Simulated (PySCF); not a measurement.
Isomers of C5H5F3O2, mass 154.024 u with the commonest isotopes. Computed with PBE0/def2-SVPD in PySCF (dipole) on a GFN2-xTB geometry, gas phase. One conformer each, none proved a minimum here; rigid rotors.

Task: Order these by rotational constant A, smallest first.
A. `C[C@@H]1OC(=O)[C@H]1C(F)(F)F`
B. `[CH2:1]=[C:2]([C:3](=[O:4])[O:5][CH3:6])[C:7]([F:8])([F:9])[F:10]` with C1–C2–C3–O4 0°, C2–C3–O5–C6 180°
C. `[F:1][C:2]([F:3])([F:4])[O:5]/[CH:6]=[CH:7]/[C@H:8]1[CH2:9][O:10]1` with C2–O5–C6–C7 -1°, C6–C7–C8–C9 -66°
D. `[F:1][C:2]([F:3])([F:4])[O:5][C:6]1=[CH:7][O:8][CH2:9][CH2:10]1` with C2–O5–C6–C7 0°

Result: A (1846 MHz), B (2141 MHz), D (3314 MHz), C (3850 MHz).

Task: Order these by out-of-plane moment Σ m c² = (Ia + Ib − Ic)/2, smallest first.
A. `[F:1][C:2]([F:3])([F:4])[O:5]/[CH:6]=[CH:7]/[C@H:8]1[CH2:9][O:10]1` with C2–O5–C6–C7 -1°, C6–C7–C8–C9 -66°
B. `FC([C@H]1[C@@H](OC1=O)C)(F)F`
C. `[CH2:1]=[C:2]([C:3](=[O:4])[O:5][CH3:6])[C:7]([F:8])([F:9])[F:10]` with C1–C2–C3–O4 0°, C2–C3–O5–C6 180°
D. `[F:1][C:2]([F:3])([F:4])[O:5][C:6]1=[CH:7][O:8][CH2:9][CH2:10]1` with C2–O5–C6–C7 0°

Result: C (45.67 u·Å²), D (46.59 u·Å²), A (59.87 u·Å²), B (60.53 u·Å²).

Task: Order these by rotational constant C, largest first.
A. `[F:1][C:2]([F:3])([F:4])[O:5]/[CH:6]=[CH:7]/[C@H:8]1[CH2:9][O:10]1` with C2–O5–C6–C7 -1°, C6–C7–C8–C9 -66°
B. `C[C@@H]1OC(=O)[C@H]1C(F)(F)F`
C. `[F:1][C:2]([F:3])([F:4])[O:5][C:6]1=[CH:7][O:8][CH2:9][CH2:10]1` with C2–O5–C6–C7 0°
D. `[CH2:1]=[C:2]([C:3](=[O:4])[O:5][CH3:6])[C:7]([F:8])([F:9])[F:10]` with C1–C2–C3–O4 0°, C2–C3–O5–C6 180°

Result: B (871.2 MHz), D (816.9 MHz), C (733.6 MHz), A (604.5 MHz).

| SMILES | point group | Ia (u·Å²) | Ib (u·Å²) | Ic (u·Å²) | κ | μa (D) | μb (D) | μc (D) |
| --- | --- | --- | --- | --- | --- | --- | --- | --- |
| FC(F)(F)OC1=COCC1 | Cs | 152.51 | 629.54 | 688.87 | -0.95 | 2.40 | 1.29 | 0.00 |
| FC(F)(F)O/C=C/[C@H]1CO1 | C1 | 131.28 | 824.44 | 835.97 | -0.99 | 1.93 | 1.23 | 0.62 |
| C[C@@H]1OC(=O)[C@H]1C(F)(F)F | C1 | 273.78 | 427.36 | 580.07 | -0.36 | 1.13 | 4.09 | 0.97 |
| C=C(C(=O)OC)C(F)(F)F | near Cs | 236.06 | 473.95 | 618.66 | -0.62 | 0.82 | 0.33 | 0.02 |
